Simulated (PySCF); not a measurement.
C3H5O3 (cation, charge +1), SMILES C1COC(O1)=[OH+], singlet at its B3LYP/def2-SVP optimised geometry (Å):

```
11

O      1.7330    -0.0794     0.0000
C      0.4581    -0.0794     0.0000
O     -0.1753     1.0329     0.0000
C     -1.6184     0.7582    -0.0006
C     -1.6736    -0.7873     0.0013
O     -0.2472    -1.1564     0.0000
H      2.1213    -0.9771     0.0002
H     -2.0355     1.2252    -0.9017
H     -2.0366     1.2274     0.8989
H     -2.1190    -1.2253     0.9033
H     -2.1213    -1.2274    -0.8986
```

Computed with B3LYP/def2-TZVP run with PySCF 2.14.0.

Map of the LUMO amplitude (bohr^(-3/2)) on the plane z = 1.2 Å; orbital energy -6.23 eV, overall sign arbitrary:

```
|2222222222222222222222222222222|
|2222222222222222222222222222222|
|2222222222222222222222222222222|
|2222222222222222222222222222222|
|2222222222222222222222222222222|
|2222222222222222222222222222222|
|2222222222222222222222222222222|
|2222222332222222222222222222222|
|2222233333221111122222222222222|
|2222233333221101112222222222222|
|2222333343211000122222222222222|
|2222333443211000122222222222222|
|2222333443221012343321112222222|
|2222333333322224565421111222222|
|2222333333322346887420001122222|
|2222333333333458998520001122222|
|2222333333323357997420001122222|
|2222333333322235776421001122222|
|2222333443221113454321111222222|
|2222333443210001233322112222222|
|2222333433210000122222222222222|
|2222233333211000122222222222222|
|2222233332221111122222222222222|
|2222222222222111222222222222222|
|2222222222222222222222222222222|
|2222222222222222222222222222222|
|2222222222222222222222222222222|
|2222222222222222222222222222222|
|2222222222222222222222222222222|
|2222222222222222222222222222222|
|2222222222222222222222222222222|
```
Scale: ten equal steps from -0.031 (start of '0') to 0.086 (end of '9'), in the order '0123456789'; x runs from -4.50 to 4.50, y from -4.50 (bottom) to 4.50 (top).
